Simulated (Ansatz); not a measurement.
`BO[SiH2]F` + CH₄ → `BO[SiH2]C` + H–F at 400 K and 1 bar (formal exchange of groups at the Si–F bond).

Calculated with Ansatz (gas phase, PBE0-D4/def2-TZVP geometries, no zero-point term in ΔE). CBS: MP2 limit from def2 TZ/QZ plus the TZ coupled-cluster correction, frozen cores. This one scheme is used for every species. One conformer a species, not always the lowest.

```tsv
species	CCSD(T)/CBS energy (Eh)	H − E (kJ/mol)	S (J/(mol·K))
`BO[SiH2]F`	-491.38453	148.0	340.9
CH₄	-40.46206	131.3	197.2
`BO[SiH2]C`	-431.39483	240.6	363.7
H–F	-100.39570	36.5	182.2
```

H − E and S are ideal-gas, rigid-rotor, harmonic terms from PBE0-D4/def2-TZVP, for one conformer and one mirror image of each species. 1 Eh = 2625.50 kJ/mol, R = 8.31446 J/(mol·K).

Task: By hand: ΔE, ΔH, ΔS and ΔG.

Result: ΔE = (-431.39483) + (-100.39570) − (-491.38453) − (-40.46206) = 0.05606 Eh = 147.2 kJ/mol. Δ(H − E) = 240.6 + 36.5 − 148.0 − 131.3 = -2.2, so ΔH = 145.0 kJ/mol. ΔS = 363.7 + 182.2 − 340.9 − 197.2 = 7.8 J/(mol·K). ΔG = 145.0 − 400 × (7.8)/1000 = 141.9 kJ/mol.

Task: By hand: the equilibrium constant, and the temperature at which ΔG would vanish if ΔH and ΔS stayed fixed.

Result: log₁₀ K = −ΔG/(RT ln 10) = -18.5. ΔG = 0 at ΔH/ΔS = 18590 K, far beyond where these terms or the molecules hold.

The number of gas molecules stays the same, so ΔS is small and ΔH decides. A doubt of 5 kJ/mol in ΔE shifts log₁₀ K by 0.7 here. Other conformers and mirror images would add mixing entropy, several J/(mol·K) or more a flexible species. Modes under 60 cm⁻¹, often nearly free rotors, make the harmonic entropy too high. These are equilibria of isolated gas molecules and say nothing of rates. Largest T1 diagnostic: 0.013 (customary marks: 0.02 for closed shells, 0.045 for open ones).
